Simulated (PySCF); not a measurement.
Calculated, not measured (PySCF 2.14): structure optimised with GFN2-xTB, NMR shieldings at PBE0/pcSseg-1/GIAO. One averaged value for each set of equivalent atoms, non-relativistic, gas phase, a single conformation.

δ = σ(ref) − σ, references computed at the same level: TMS for $^{1}$H (σref 31.72), $^{13}$C (σref 186.93). Shifts are as computed. Against solution values, carbons near 30 ppm lie about +3 ppm off and those near 130 ppm about +5 ppm. Of 1211 compounds with measured shifts, 218 miss one by over three times the rms of a fit or turn the order of signals round; such compounds aren't used in these exercises. OH and NH positions are gas-phase values without hydrogen bonding to other molecules.

(1) Order these molecules by the shift of their most deshielded carbon-bound hydrogen, lowest δ first.
A. NC[SiH2]O[SiH2]O[SiH3]
B. C=C1C[C@H](C#N)/C1=C\F
C. CN[SiH2]O[SiH2]O[SiH3]
D. CC#C[SiH2]Cl

(2) Order these molecules by the shift of their most shielded carbon-bound hydrogen, lowest δ first.
A. NC[SiH2]O[SiH2]O[SiH3]
B. CC#C[SiH2]Cl
C. C=C1C[C@H](C#N)/C1=C\F
D. C/N=C/[C@@H]1C[C@]1(F)C(F)F

(3) How many $^{13}$C and $^{1}$H signals does each give (equivalence by symmetry and fast rotation, but not about amide C–N or C=N bonds)? `C=C1C[C@H](C#N)/C1=C\F`, `NC[SiH2]O[SiH2]O[SiH3]`, `CN[SiH2]O[SiH2]O[SiH3]`, `CC#C[SiH2]Cl`, `C/N=C/[C@@H]1C[C@]1(F)C(F)F`

Results:

(1) D (2.14 ppm, hydrogen on a propargylic methyl carbon), A (2.54 ppm, hydrogen on an sp3 CH2 bonded to N and Si), C (2.96 ppm, hydrogen on a methyl carbon bonded to N), B (7.51 ppm, hydrogen on an alkene CH).

(2) D (1.46 ppm, hydrogen on a three-membered-ring carbon), B (2.14 ppm, hydrogen on a propargylic methyl carbon), A (2.54 ppm, hydrogen on an sp3 CH2 bonded to N and Si), C (2.95 ppm, hydrogen on an allylic sp3 CH2).

(3) C=C1C[C@H](C#N)/C1=C\F: 7 C, 6 H; NC[SiH2]O[SiH2]O[SiH3]: 1 C, 5 H; CN[SiH2]O[SiH2]O[SiH3]: 1 C, 5 H; CC#C[SiH2]Cl: 3 C, 2 H; C/N=C/[C@@H]1C[C@]1(F)C(F)F: 6 C, 6 H.
